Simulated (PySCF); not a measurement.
**How the method moves the HOMO and LUMO of `FC(F)C=C1C=C1`**

Compound: C5H4F2.
Cartesian coordinates in Å at the PBE0-D3(BJ)/def2-SVP level; atoms count from 1:
```xyz
11
C5H4F2 angstrom
F     -2.2561   -1.5242   -0.3871
C     -1.5928   -0.3465   -0.5428
F     -2.5554    0.6144   -0.6006
C     -0.6552   -0.1098    0.5754
C      0.6397    0.1373    0.3683
C      1.9665    0.4285    0.8218
C      1.7808    0.3205   -0.4828
H     -1.0789   -0.3704   -1.5210
H     -1.0651   -0.1376    1.5879
H      2.6502    0.6106    1.6482
H      2.2072    0.3557   -1.4834
```

Basis pcSseg-1 throughout (PySCF), one geometry. Geometry: PBE0-D3(BJ)/def2-SVP, one conformer, isolated molecule.

Task: How do the orbital energies, the gap and the dipole change with the method?

Result: 
| method | kind | HOMO (eV) | LUMO (eV) | gap (eV) | μ (D) | SCF cycles |
| --- | --- | --- | --- | --- | --- | --- |
| BLYP | GGA | -5.40 | -2.04 | 3.35 | 4.68 | 15 |
| B97-D | GGA | -5.51 | -2.07 | 3.44 | 4.76 | 14 |
| OPBE | GGA | -5.53 | -2.07 | 3.47 | 4.65 | 15 |
| PBE | GGA | -5.58 | -2.19 | 3.38 | 4.67 | 14 |
| LDA | LDA | -5.81 | -2.48 | 3.33 | 4.80 | 14 |
| B3LYP | global hybrid | -6.44 | -1.35 | 5.08 | 4.94 | 14 |
| PBE0 | global hybrid | -6.66 | -1.12 | 5.55 | 4.97 | 14 |
| CAM-B3LYP | range-separated hybrid | -7.92 | 0.11 | 8.03 | 5.03 | 13 |

The HOMO spans 2.52 eV, from BLYP down to CAM-B3LYP, and the gap runs from 3.33 eV (LDA) to 8.03 eV (CAM-B3LYP). Over the methods BLYP (0 %), B97-D (0 %), OPBE (0 %), PBE (0 %), LDA (0 %), B3LYP (20 %), PBE0 (25 %), a straight line through the gap against the share of exact exchange rises by 0.86 eV for each 10 % (correlation coefficient 0.999). The dipole ranges from 4.65 D (OPBE) to 5.03 D (CAM-B3LYP). This basis has no diffuse functions.
